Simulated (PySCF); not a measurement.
Where the electron goes

Species: TiFCl3 (singlet state).
Structure used (PBE0-D3(BJ)/def2-SVP), in Å, numbered top down from 1:
```xyz
5
Cl3FTi angstrom
Ti    -0.0072    0.0000    0.0894
F     -0.0459   -0.0100    1.8046
Cl     2.0473    0.0023   -0.5645
Cl    -0.9994    1.7690   -0.6532
Cl    -0.9948   -1.7613   -0.6762
```

Theory: TDDFT CAM-B3LYP/def2-SVPD, vertical, gas phase, core orbitals frozen in the response (PySCF 2.14.0, density-fitted response routines).

Kohn–Sham orbitals with the atoms that hold most of them (Löwdin shares over 4%, at most four atoms; ? is withheld):

| orbital | ε (eV) | atoms |
| --- | --- | --- |
| LUMO+2 | -2.11 | Ti1 70%, Cl3 12%, F2 8%, Cl4 7% |
| LUMO+1 | -2.86 | Ti1 76%, Cl5 8%, Cl4 8%, Cl3 5% |
| LUMO | -2.87 | Ti1 76%, Cl3 9%, Cl4 6%, Cl5 6% |
| HOMO | -11.04 | ? |
| HOMO-1 | -11.42 | Cl5 52%, Cl4 21%, Cl3 20% |
| HOMO-2 | -11.43 | Cl4 41%, Cl3 41%, Cl5 10% |
| HOMO-3 | -12.09 | Cl5 29%, Cl4 29%, Cl3 29%, Ti1 10% |

(1) Give the leading atoms of the HOMO.

Answers

(1) Cl5 (bonded to Ti) 33%; Cl4 (bonded to Ti) 33%; Cl3 (bonded to Ti) 33%.

Within 0.005 eV of a neighbour in this list lie HOMO-2/HOMO-1 (point group found: C3v); within a degenerate set the shares of single atoms can hang on how the components are chosen.

Problem. How does S1 compare with the orbital gap of 8.17 eV?

Solution. S1 is at 4.49 eV (f = 0.0067), 3.68 eV below the gap, made of HOMO→LUMO/LUMO+1 (≥78%). S1/S2 lie within about 0.01 eV of each other. Without the coupling terms of the response equations the lowest excitation would equal the gap.

For S1 the Löwdin share of titanium is at most 1% in HOMO and 76% in LUMO (ligand-to-metal charge transfer by this measure).

Next come S2 at 4.50 eV (f 0.0065), HOMO→LUMO/LUMO+1 (≥77%); S3 at 4.65 eV (f 0.0000), HOMO-2/HOMO-1→LUMO/LUMO+1 (≥87%); S4 at 4.79 eV (f 0.0017), HOMO-2/HOMO-1→LUMO/LUMO+1 (≥88%); S5 at 4.85 eV (f 0.024), HOMO-2/HOMO-1→LUMO/LUMO+1 (≥65%), HOMO→LUMO/LUMO+1 (≥11%).

Orbitals of the list HOMO-3 to LUMO+2 that lie within 0.01 eV of each other are written together with a slash and their weights summed (≥ marks a lower bound); for degenerate orbitals outside that list single weights are arbitrary.
